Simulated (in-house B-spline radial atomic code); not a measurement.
A fraction x of an electron is removed from 4d in the silver ion Ag⁴⁺, starting from [Kr] 4d7 and keeping the highest spin. Computed with an all-electron radial atomic-structure program (B-spline basis): non-relativistic CAM-B3LYP, spin-polarised, spherical fractional occupations, point nucleus.

Caution: exact exchange at fractional occupations of open shells leaves self-interaction of up to several eV.

| x | E(x) - E(0) (eV) | 4d down level (eV) |
| --- | --- | --- |
| 0 | 0.0000 | -58.363 |
| 0.09 | 5.3121 | -59.685 |
| 0.14 | 8.3148 | -60.423 |
| 0.29 | 17.5451 | -62.651 |
| 0.47 | 29.0649 | -65.351 |
| 0.5 | 31.0322 | -65.804 |
| 0.55 | 34.3413 | -66.560 |
| 0.74 | 47.2622 | -69.454 |
| 0.84 | 54.2843 | -70.990 |
| 0.9 | 58.5714 | -71.915 |
| 1 | 65.8403 | -73.464 |

The exact functional would give a straight line between the two integer points. Deviations E(x) - E(0) - x[E(1) - E(0)], in eV: -0.614 at x = 0.09, -0.903 at x = 0.14, -1.549 at x = 0.29, -1.88 at x = 0.47, -1.888 at x = 0.5, -1.871 at x = 0.55, -1.46 at x = 0.74, -1.022 at x = 0.84, -0.685 at x = 0.9.

The curve lies below the straight line by up to 1.888 eV (at x = 0.5): convex, the delocalisation error, to which spherically averaged exact exchange adds.

Q: How well does Slater's transition state (minus the level at half occupation) give the ionisation energy?

A: It gives 65.804 eV against 65.840 eV from the two total energies; NIST lists 65.00 eV, ground level to ground level. The end point has an open shell averaged over its orbitals, so its exact exchange keeps a self-interaction and this is no true integer point.
